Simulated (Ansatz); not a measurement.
The same path of ClHOZn + H4Si (9 atoms, charge 0, multiplicity 1) was run twice with different band settings. Lost on the way: Zn1–Cl2, Si5–H9. Made: Zn1–Si5, Cl2–H9.

These are results of RKS B3LYP-D4/def2-SVP in Ansatz, not measurements.

Relaxed end points:

```xyz
9
Properties=species:S:1:pos:R:3
Zn 0.492 -0.028 0.439
Cl 1.878 -0.038 2.033
O -0.608 0.069 -0.972
H -0.362 -0.450 -1.748
Si -2.758 -0.548 0.924
H -2.576 -1.802 0.148
H -3.731 -0.809 2.027
H -3.243 0.585 0.099
H -1.466 -0.187 1.609
```

```xyz
9
Properties=species:S:1:pos:R:3
Zn -0.813 -0.418 -0.402
Cl 0.509 0.437 2.059
O 0.744 -0.262 -1.277
H 0.705 -0.468 -2.220
Si -2.898 -0.627 0.669
H -3.886 -1.510 -0.025
H -2.713 -1.190 2.049
H -3.556 0.705 0.857
H -0.466 0.124 2.849
```

Common settings: climbing image yes; spring 5.0 eV/Å²; optimiser quadratic models (default); start path through a guess of the saddle point; force threshold 0.05 eV/Å; iteration limit 60; end points relaxed.

| run | movable images |
| --- | --- |
| 1 | 7 |
| 2 | 1 |

(1) What does each run give, and how far can it be trusted?

Results:

(1) Run 1: converged after 30 iterations, highest image 1.830 eV above the first end. A vibrational analysis at the climbing image gives one clearly imaginary mode, 943i cm⁻¹: a first-order saddle point.
Run 2: converged after 19 iterations, highest image 1.830 eV above the first end. Neighbouring images differ by up to 1.8 eV, so the band resolves the path poorly. Another band between the same ends (7 images) ends at a top of the same energy, where a vibrational analysis finds 1 clearly imaginary mode. So few images can step over the top or miss a turn of the path.
The orbitals stay closed-shell, which can raise the energy where a bond breaks towards radicals; this wasn't checked here.
